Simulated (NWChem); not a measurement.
Everything below was run with NWChem. System: C₂H₇AlO₂, charge 0, spin multiplicity 1, displaced from the optimised geometry. The structure started from a generated list of species. Level: B3LYP/def2-SVP, VWN1-RPA local correlation.

The NWChem input:

```
start mol
memory heap 200 mb stack 800 mb global 1000 mb
geometry units angstroms nocenter noautoz
  Al    -0.301716    -0.487318     0.000000
  C      1.392659     0.556636     0.000000
  C      1.269739     2.119717     0.000000
  H      1.992863     0.208912    -0.890441
  H      1.992863     0.208912     0.890441
  H      0.711260     2.494290     0.901085
  H      0.711260     2.494290    -0.901085
  H      2.277602     2.621814     0.000000
  O     -0.192495    -2.225335     0.000000
  H     -0.910603    -2.891034     0.000000
  O     -1.819464     0.366485     0.000000
  H     -2.731649     0.010632     0.000000
  symmetry group Cs
end
basis spherical
  * library def2-svp
end
dft
  xc b3lyp
  semidirect memsize 60000000 filesize 0
  iterations 100
  tolerances tight
end
task dft gradient
```

Part of the output:

```
             Northwest Computational Chemistry Package (NWChem) 7.3.0
             --------------------------------------------------------

                                NWChem Input Module
                                -------------------

 Scaling coordinates for geometry "geometry" by  1.889725989
 (inverse scale =  0.529177249)

 Turning off AUTOSYM since
 SYMMETRY directive was detected!

                             Geometry "geometry" -> ""
                             -------------------------

 Output coordinates in angstroms (scale by  1.889725989 to convert to a.u.)

  No.       Tag          Charge          X              Y              Z
 ---- ---------------- ---------- -------------- -------------- --------------
    1 Al                  13.0000    -0.30171600    -0.48731800     0.00000000
    2 C                    6.0000     1.39265900     0.55663600     0.00000000
    3 C                    6.0000     1.26973900     2.11971700     0.00000000
    4 H                    1.0000     1.99286300     0.20891200    -0.89044100
    5 H                    1.0000     1.99286300     0.20891200     0.89044100
    6 H                    1.0000     0.71126000     2.49429000     0.90108500
    7 H                    1.0000     0.71126000     2.49429000    -0.90108500
    8 H                    1.0000     2.27760200     2.62181400     0.00000000
    9 O                    8.0000    -0.19249500    -2.22533500     0.00000000
   10 H                    1.0000    -0.91060300    -2.89103400     0.00000000
   11 O                    8.0000    -1.81946400     0.36648500     0.00000000
   12 H                    1.0000    -2.73164900     0.01063200     0.00000000

 Effective nuclear repulsion energy (a.u.)     215.3106373822

            Nuclear Dipole moment (a.u.)
            ----------------------------
        X                 Y               Z
 ---------------- ---------------- ----------------
     0.0000075589     0.0000000000     0.0000000000

      Symmetry information
      --------------------

 Group name             Cs
 Group number              2
 Group order               2
[...]
                         B3LYP Method XC Potential
                     Hartree-Fock (Exact) Exchange  0.200
                        Slater Exchange Functional  0.800 local
                    Becke 1988 Exchange Functional  0.720 non-local
              Lee-Yang-Parr Correlation Functional  0.810
                  VWN I RPA Correlation Functional  0.190 local

             Grid Information
             ----------------
          Grid used for XC integration:  medium
          Radial quadrature: Mura-Knowles
          Angular quadrature: Lebedev.
          Tag              B.-S. Rad. Rad. Pts. Rad. Cut. Ang. Pts.
          ---              ---------- --------- --------- ---------
          Al                  1.25       88          11.0       590
          C                   0.70       49          13.0       434
          H                   0.35       45          14.0       434
          O                   0.60       49          13.0       434
          Grid pruning is: on
          Number of quadrature shells:   509
          Spatial weights used:  Erf1

          Convergence Information
          -----------------------
          Convergence aids based upon iterative change in
          total energy or number of iterations.
          Levelshifting, if invoked, occurs when the
          HOMO/LUMO gap drops below (HL_TOL):  1.00D-02
          DIIS, if invoked, will attempt to extrapolate
          using up to (NFOCK): 10 stored Fock matrices.

                    Damping( 0%)  Levelshifting(0.5)       DIIS
                  --------------- ------------------- ---------------
          dE  on:    start            ASAP                start
          dE off:    2 iters        100 iters           100 iters

      Screening Tolerance Information
      -------------------------------
          Density screening/tol_rho:  1.00D-10
          AO Gaussian exp screening on grid/accAOfunc:  14
          CD Gaussian exp screening on grid/accCDfunc:  20
          XC Gaussian exp screening on grid/accXCfunc:  20
          Schwarz screening/accCoul:  1.00D-08

                            NWChem DFT Gradient Module
                            --------------------------

  charge          =   0.00
  wavefunction    = closed shell

  Using symmetry

                         DFT ENERGY GRADIENTS

    atom               coordinates                        gradient
                 x          y          z           x          y          z
   1 Al     -0.570161  -0.920897   0.000000    0.006713   0.003619   0.000000
   2 C       2.631744   1.051890   0.000000   -0.004028  -0.001141   0.000000
   3 C       2.399459   4.005684   0.000000    0.000598  -0.000183   0.000000
   4 H       3.765965   0.394786  -1.682689    0.007204  -0.004560  -0.010331
   5 H       3.765965   0.394786   1.682689    0.007204  -0.004560   0.010331
   6 H       1.344087   4.713525   1.702804   -0.006746   0.005078   0.010724
   7 H       1.344087   4.713525  -1.702804   -0.006746   0.005078  -0.010724
   8 H       4.304044   4.954510   0.000000    0.011887   0.006675   0.000000
   9 O      -0.363763  -4.205273   0.000000    0.012446  -0.004145   0.000000
  10 H      -1.720790  -5.463262   0.000000   -0.012468  -0.013748   0.000000
  11 O      -3.438288   0.692556   0.000000    0.001711   0.013111   0.000000
  12 H      -5.162068   0.020092   0.000000   -0.017776  -0.005226   0.000000

                 ----------------------------------------
                 |  Time  |  1-e(secs)   |  2-e(secs)   |
                 ----------------------------------------
                 |  CPU   |       0.01   |       3.29   |
                 ----------------------------------------
                 |  WALL  |       0.01   |       3.29   |
                 ----------------------------------------

 Task  times  cpu:       10.2s     wall:       10.2s

 Total times  cpu:       10.2s     wall:       10.2s
```
